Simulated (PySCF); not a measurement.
C2H5NO2Si, SMILES C(=O)/N=C/O[SiH3].

The structure is a stationary point at r2SCAN-D4/def2-SVP. The structure was generated by enumeration; whether it is a known compound was not checked. The values are those of a single conformer.

Method: r2SCAN-D4/def2-SVP run with PySCF 2.14.0.

Frequencies are harmonic and unscaled.

Computed normal modes with their intensities:
```tsv
mode	ν (cm⁻¹)	IR (km/mol)	moving atoms (share of kinetic energy)
1	64	3.9	O 46 %, N 17 %, C 14 %, H 13 %, Si 10 %
2	117	5.0	Si 37 %, C 19 %, O 19 %, H 13 %, N 12 %
3	184	6.8	H 41 %, O 28 %, N 19 %, C 8 %
4	228	2.5	H 62 %, O 18 %, N 11 %
5	284	25.0	H 33 %, N 31 %, C 17 %, O 13 %
6	311	4.8	H 32 %, O 29 %, C 28 %, N 10 %
7	576	0.8	O 32 %, H 28 %, C 25 %, N 11 %
8	700	54.5	H 80 %, O 10 %, Si 9 %
9	705	78.6	O 43 %, Si 33 %, H 16 %, C 8 %
10	717	23.0	H 51 %, O 23 %, N 12 %
11	823	186.4	C 37 %, O 31 %, N 16 %, H 15 %
12	932	44.5	H 97 %
13	938	344.2	H 90 %
14	958	69.8	H 96 %
15	1017	24.0	H 60 %, C 34 %
16	1041	2.4	H 53 %, C 38 %
17	1124	195.7	C 44 %, N 39 %, H 11 %
18	1313	137.8	H 61 %, O 26 %, C 12 %
19	1380	36.3	C 36 %, H 31 %, N 17 %, O 15 %
20	1406	26.2	H 82 %, C 8 %
21	1669	740.0	C 57 %, N 36 %
22	1793	167.7	C 58 %, O 36 %
23	2265	40.2	H 99 %
24	2278	111.5	H 96 %
25	2282	98.4	H 95 %
26	2975	106.4	H 92 %, C 8 %
27	3113	13.7	H 92 %, C 8 %
```
